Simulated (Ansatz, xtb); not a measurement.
ClFGeHSi+: which of two structures lies lower

We compare a, a singlet given by its coordinates, with b, a singlet given by its coordinates. Both are isolated ions in the gas phase, relaxed with B3LYP-D3(BJ)/def2-SVP.

a (Å):

```xyz
5

Cl   -1.8434   -3.8622   -1.4026
F     1.0723   -4.0047   -0.7372
Ge    0.5435   -0.5084   -1.4383
Si   -0.0719   -2.9674   -1.1356
H     0.1426   -0.5088    0.1176
```

Close contacts (Å): Cl1–Si4 2.00, F2–Si4 1.60, Ge3–Si4 2.55, Ge3–H5 1.61.

b (Å):

```csv
atom,x (Å),y (Å),z (Å)
Cl,-1.4092,-2.1266,-1.9647
F,1.1673,-3.6868,-1.1827
Ge,-1.7075,-2.5620,0.4020
Si,0.4699,-2.3174,-0.7302
H,1.2865,-1.1322,-1.0643
```

Close contacts (Å): Cl1–Ge3 2.42, Cl1–Si4 2.26, F2–Si4 1.60, Ge3–Si4 2.47, Si4–H5 1.48.

Energies in hartree; the thermal terms are from B3LYP-D3(BJ)/def2-SVP harmonic frequencies (ideal gas, rigid rotor, one conformer each, 298.15 K, 1 atm) and include the zero-point energy:

```
                                a            b
E, CCSD(T)/def2-TZVP  −2924.492367  −2924.507234
   zero-point energy      0.011098      0.013379
        H(298 K) − E      0.018401      0.019968
        G(298 K) − E     −0.021753     −0.017706
```

Question: Work out ΔE, ΔE₀, ΔH and ΔG for a → b in kJ/mol (1 Eh = 2625.50 kJ/mol) and the equilibrium ratio [b]/[a].

Answer: 1. ΔE = −2924.507234 − (−2924.492367) = −0.014867 Eh = −39.03 kJ/mol.
2. ΔE₀ = ΔE + ΔZPE = −0.014867 + (+0.002281) Eh = −33.04 kJ/mol.
3. ΔH = ΔE + (+0.001567) Eh = −34.92 kJ/mol.
4. ΔG = ΔE + (+0.004047) Eh = −28.41 kJ/mol, so ΔS = (ΔH − ΔG)/T = −21.8 J/(mol K).
5. kT = 0.9442 mEh, so K = [b]/[a] = exp(−ΔG/kT) = exp(+11.46) ≈ 9.5 × 10^4.

Structure b is favoured at this temperature. An error of 4 kJ/mol in ΔG would change K by a factor of 5. Mirror images and further conformers aren't counted.

Other levels gave ΔE = −41.3 (B3LYP-D3(BJ)/def2-SVP); −29.4 (HF/def2-TZVP); −42.0 (MP2/def2-TZVP) kJ/mol. The correlated steps freeze 20 core orbitals; the filled d shell of Ge is correlated, in a basis made for valence electrons. Programs: Ansatz 0.2.0.
